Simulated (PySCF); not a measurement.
PySCF input (M06-2X/6-311+G**):

```python
from pyscf import gto, dft

mol = gto.M(
    atom='''
    C    -2.01214200    0.22427500    0.56269000
    C    -0.98846100   -0.54137900    0.29112200
    B     0.42790600   -0.02811400   -0.12010500
    O     0.65264200    1.31833200   -0.21389800
    O     1.37717700   -0.98814200   -0.36629100
    H    -3.04632300    0.11761100    0.85690400
    H    -1.11768700   -1.62876900    0.35212100
    H     1.54149200    1.58041100   -0.47061200
    H     2.24806300   -0.66757700   -0.61925500
    ''',
    basis='6-311+g**',
    charge=0,
    spin=1,
    verbose=4,
)

mf = dft.UKS(mol, xc='m062x').density_fit(auxbasis='def2-universal-jkfit')
mf.grids.level = 4
mf.conv_tol = 1e-9
mf.max_cycle = 100
mf.max_memory = 1500
mf.kernel()
if not mf.converged:
    mf = mf.newton()
    mf.kernel(mf.make_rdm1())
mo, _, stable, _ = mf.stability(return_status=True)
if not stable:
    mf.kernel(mf.make_rdm1(mo, mf.mo_occ))
    stable = mf.stability(return_status=True)[2]
mf.dip_moment()
```

From the output:

```
  HOMO = -0.268014418238  LUMO = -0.0362244757049  gap/eV = 6.30733
cycle= 3 E= -253.900453357665  delta_E= -0.133  |g|= 0.0428  |ddm|= 0.89
  alpha nocc = 19  HOMO = -0.282294633077417  LUMO = -0.01312270807
  beta  nocc = 18  HOMO = -0.335691175778273  LUMO = -0.040697260175854
  HOMO = -0.282294633077  LUMO = -0.0406972601759  gap/eV = 6.57420
cycle= 4 E= -253.901736138861  delta_E= -0.00128  |g|= 0.0197  |ddm|= 0.0873
  alpha nocc = 19  HOMO = -0.277471684110612  LUMO = -0.013489126201989
  beta  nocc = 18  HOMO = -0.33013300032593  LUMO = -0.0325358607746239
  HOMO = -0.277471684111  LUMO = -0.0325358607746  gap/eV = 6.66504
cycle= 5 E= -253.90213473194  delta_E= -0.000399  |g|= 0.0111  |ddm|= 0.0276
  alpha nocc = 19  HOMO = -0.280348165012089  LUMO = -0.0135183129896154
  beta  nocc = 18  HOMO = -0.33020046487372  LUMO = -0.0328628840633484
  HOMO = -0.280348165012  LUMO = -0.0328628840633  gap/eV = 6.73442
cycle= 6 E= -253.902283320371  delta_E= -0.000149  |g|= 0.00559  |ddm|= 0.0208
  alpha nocc = 19  HOMO = -0.281453825130228  LUMO = -0.0135004963427747
  beta  nocc = 18  HOMO = -0.331071781469458  LUMO = -0.0324804164503933
  HOMO = -0.28145382513  LUMO = -0.0324804164504  gap/eV = 6.77491
cycle= 7 E= -253.902340061011  delta_E= -5.67e-05  |g|= 0.0026  |ddm|= 0.0117
  alpha nocc = 19  HOMO = -0.281487572544549  LUMO = -0.0134042004035068
  beta  nocc = 18  HOMO = -0.330457366031435  LUMO = -0.0321187839511546
  HOMO = -0.281487572545  LUMO = -0.0321187839512  gap/eV = 6.78567
cycle= 8 E= -253.902358182903  delta_E= -1.81e-05  |g|= 0.00101  |ddm|= 0.00681
  alpha nocc = 19  HOMO = -0.281596773180485  LUMO = -0.0134016897567467
  beta  nocc = 18  HOMO = -0.330474672878179  LUMO = -0.0320956483351762
  HOMO = -0.28159677318  LUMO = -0.0320956483352  gap/eV = 6.78927
cycle= 9 E= -253.902362570194  delta_E= -4.39e-06  |g|= 0.000576  |ddm|= 0.00348
  alpha nocc = 19  HOMO = -0.281637978774437  LUMO = -0.0134066386169275
  beta  nocc = 18  HOMO = -0.33051650609918  LUMO = -0.0321061756192847
  HOMO = -0.281637978774  LUMO = -0.0321061756193  gap/eV = 6.79011
cycle= 10 E= -253.902363258808  delta_E= -6.89e-07  |g|= 0.000354  |ddm|= 0.00132
  alpha nocc = 19  HOMO = -0.281647756057946  LUMO = -0.013403855661746
  beta  nocc = 18  HOMO = -0.330488339145123  LUMO = -0.0321067563083117
  HOMO = -0.281647756058  LUMO = -0.0321067563083  gap/eV = 6.79036
cycle= 11 E= -253.902363499751  delta_E= -2.41e-07  |g|= 8.26e-05  |ddm|= 0.00103
  alpha nocc = 19  HOMO = -0.281641391775015  LUMO = -0.0134017592542916
  beta  nocc = 18  HOMO = -0.330485393124142  LUMO = -0.0321011993522248
  HOMO = -0.281641391775  LUMO = -0.0321011993522  gap/eV = 6.79033
cycle= 12 E= -253.902363506533  delta_E= -6.78e-09  |g|= 4.13e-05  |ddm|= 0.000214
  alpha nocc = 19  HOMO = -0.281642137707045  LUMO = -0.0134034988371117
  beta  nocc = 18  HOMO = -0.330486914738803  LUMO = -0.0321000326011615
  HOMO = -0.281642137707  LUMO = -0.0321000326012  gap/eV = 6.79039
cycle= 13 E= -253.902363507296  delta_E= -7.63e-10  |g|= 1.93e-05  |ddm|= 5.58e-05
  alpha nocc = 19  HOMO = -0.281645473486478  LUMO = -0.013402828922129
  beta  nocc = 18  HOMO = -0.330487282825107  LUMO = -0.0321018072974069
  HOMO = -0.281645473486  LUMO = -0.0321018072974  gap/eV = 6.79043
Extra cycle  E= -253.902363507325  delta_E= -2.86e-11  |g|= 2.12e-05  |ddm|= 3.52e-05
converged SCF energy = -253.902363507325  <S^2> = 0.76839747  2S+1 = 2.0183136
uhf_internal: lowest eigs of H = [0.23496858 0.25541702 0.29608564]
<class 'pyscf.df.df_jk.DFUKS'> wavefunction is stable in the internal stability analysis
Dipole moment(X, Y, Z, Debye):  2.02406,  0.21373, -0.57595
```

The geometry given is a B3LYP-D3(BJ)/def2-TZVP minimum.
